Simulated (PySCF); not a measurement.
How methods differ on the ionisation energy of Br¹⁷⁺

Br¹⁷⁺ [Ar] (1S) → Br¹⁸⁺ [Ne] 3s2 3p5 (2P), as a difference of total energies. Calculation: PySCF 2.14, in an even-tempered Gaussian basis (19 s from 1.5 bohr⁻², ratio 2.5; 12 p from 2 bohr⁻², ratio 2.5; 5 d from 11 bohr⁻², ratio 2.7; 4 f from 17 bohr⁻², ratio 2.7); the spin-free X2C one-electron Hamiltonian (Gaussian nucleus). Correlated levels: outer shells: 1s2 frozen; virtual orbitals above 40 to 60 times the deepest correlated orbital energy dropped. The calculations carry no spin-orbit coupling.

```
                method  ionisation energy (eV)
                   UHF                  718.58
                   LDA                  720.05
                   PBE                  719.90
                  PBE0                  720.06
                r2SCAN                  720.42
                PBEsol                  719.75
                 B3LYP                  720.10
    MP2 (outer shells)                  719.55
SCS-MP2 (outer shells)                  719.40
```

How much does correlation contribute at MP2 (outer shells)?

719.55 − (718.58) = 0.97 eV, measured against UHF.

A first-order spin-orbit estimate (lowest level to lowest level, LS coupling) adds -3.034 eV.

Breit and QED terms and the two-electron picture change are absent.

For comparison: 716.3 ± 2.3 eV (semi-empirical (NIST evaluation); NIST Atomic Spectra Database, ionization energies).
